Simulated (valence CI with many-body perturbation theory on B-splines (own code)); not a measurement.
The numbers below are computed, except where a source is named.
# Ladder of approximations for Cd³³⁺

Method: configuration interaction combined with many-body perturbation theory (CI+MBPT): five valence electrons over a frozen Dirac-Fock core [Ne], a basis of 9 s, 9 p, 8 d, 6 f, 3 g, 1 h functions for each j, with the one-electron correlation potential Σ1 (screened to all orders), the two-electron term Σ2, the three-electron term Σ3, Breit, model QED; selected single and double excitations, second order for the rest (own B-spline code, finite nucleus).

The last digits are not significant, and no measured levels were compared; by estimate large intervals hold to a few tenths of a per cent, small ones and those within an open d or f shell to about a per cent. Among the levels kept, up to 600 cm⁻¹ of a level comes from second order outside the variational space, and about a tenth of that is noise between levels of different J, which matters for small intervals.

Each rung adds one term. CI alone is the Dirac-Coulomb CI over the frozen core; QED comes last and gives the full result, which names the levels. Energies are above (3s^2 3p1/2^2 3p3/2) J=3/2 on the same rung, in eV.

Levels are named by their leading jj configuration (3d3/2^4 stands for four electrons in 3d with j = 3/2), which in mixed levels can hold well under half, so a name can repeat and another be missing. Letters in brackets count levels of one name in rising energy.

```csv
Level,CI alone
(3s^2 3p1/2 3p3/2^2) J=3/2,39.23
(3s^2 3p1/2 3p3/2^2) J=5/2,46.33
(3s^2 3p1/2 3p3/2^2) J=1/2,54.80
(3s^2 3p3/2^3) J=3/2,94.75
(3s 3p1/2^2 3p3/2^2) J=5/2,125.34
(3s^2 3p1/2^2 3d3/2) J=3/2,128.77
(3s 3p1/2^2 3p3/2^2) J=1/2,144.87
(3s 3p1/2^2 3p3/2^2) J=3/2,147.58
(3s^2 3p1/2^2 3d5/2) J=5/2,149.71
(3s 3p1/2 3p3/2^3) J=3/2,168.03
(3s^2 3p1/2 3p3/2 3d3/2) J=5/2 [a],169.33
(3s^2 3p1/2 3p3/2 3d3/2) J=3/2 [a],169.58
(3s^2 3p1/2 3p3/2 3d3/2) J=1/2 [a],170.01
(3s^2 3p1/2 3p3/2 3d3/2) J=7/2,175.95
(3s 3p1/2 3p3/2^3) J=5/2,176.47
(3s^2 3p1/2 3p3/2 3d5/2) J=7/2 [a],180.41
```

**Question.** What do these energies become with core correlation, Breit and QED?

**Answer.** (3s^2 3p1/2 3p3/2^2) J=3/2 38.80 (-0.428); (3s^2 3p1/2 3p3/2^2) J=5/2 45.71 (-0.622); (3s^2 3p1/2 3p3/2^2) J=1/2 54.27 (-0.533); (3s^2 3p3/2^3) J=3/2 93.72 (-1.022); (3s 3p1/2^2 3p3/2^2) J=5/2 124.50 (-0.846); (3s^2 3p1/2^2 3d3/2) J=3/2 127.92 (-0.848); (3s 3p1/2^2 3p3/2^2) J=1/2 143.95 (-0.925); (3s 3p1/2^2 3p3/2^2) J=3/2 146.51 (-1.077); (3s^2 3p1/2^2 3d5/2) J=5/2 148.30 (-1.402); (3s 3p1/2 3p3/2^3) J=3/2 166.76 (-1.270); (3s^2 3p1/2 3p3/2 3d3/2) J=5/2 [a] 167.89 (-1.442); (3s^2 3p1/2 3p3/2 3d3/2) J=3/2 [a] 168.20 (-1.376); (3s^2 3p1/2 3p3/2 3d3/2) J=1/2 [a] 168.74 (-1.272); (3s^2 3p1/2 3p3/2 3d3/2) J=7/2 174.28 (-1.671); (3s 3p1/2 3p3/2^3) J=5/2 174.92 (-1.549); (3s^2 3p1/2 3p3/2 3d5/2) J=7/2 [a] 178.69 (-1.719).

**Question.** How does the ionisation energy move along the ladder, and which term matters most?

**Answer.** CI alone 2075.8, + Σ1 2076.6, + Σ2 2076.6, + Σ3 2076.3, + Breit 2075.2, + QED 2075.1 eV. The largest step is Breit, -1.1 eV. NIST lists 2091 ± 8 eV (semi-empirical).
